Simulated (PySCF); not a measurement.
C3H4F2Si.

```xyz
10

C      0.9391     2.3756     0.0000
C      0.2894     1.3552     0.0000
C     -0.3942     0.0632     0.0000
F     -1.1995    -0.0365    -1.0963
F     -1.1995    -0.0365     1.0963
Si     0.8367    -1.4312     0.0000
H      1.5006     3.2926     0.0000
H      1.6762    -1.3433    -1.2269
H      0.0188    -2.6757     0.0000
H      1.6762    -1.3433     1.2269
```

Coordinates come from a PBE0-D3(BJ)/def2-SVP optimisation. The structure was generated by enumeration, and PubChem lists no compound with its InChIKey, so it may never have been made.

Computed with PBE/pcSseg-1 in PySCF. Non-relativistic, no solvent.

Computed absolute GIAO shielding of each atom: isotropic value and principal components (ppm):
| atom | σ(iso) | σ11 | σ22 | σ33 | span |
|---|---|---|---|---|---|
| C1 | 95.5 | 34.7 | 37.3 | 214.5 | 179.8 |
| C2 | 99.9 | 1.6 | 2.3 | 295.7 | 294.1 |
| C3 | 57.4 | 37.0 | 58.1 | 77.1 | 40.1 |
| F4 | 268.8 | 129.4 | 292.8 | 384.3 | 254.9 |
| F5 | 268.8 | 129.4 | 292.8 | 384.3 | 254.9 |
| Si6 | 397.0 | 373.5 | 378.6 | 439.0 | 65.6 |
| H7 | 28.4 | 24.4 | 24.5 | 36.2 | 11.8 |
| H8 | 27.1 | 24.2 | 25.7 | 31.3 | 7.1 |
| H9 | 27.0 | 24.1 | 25.2 | 31.6 | 7.5 |
| H10 | 27.1 | 24.2 | 25.7 | 31.3 | 7.1 |
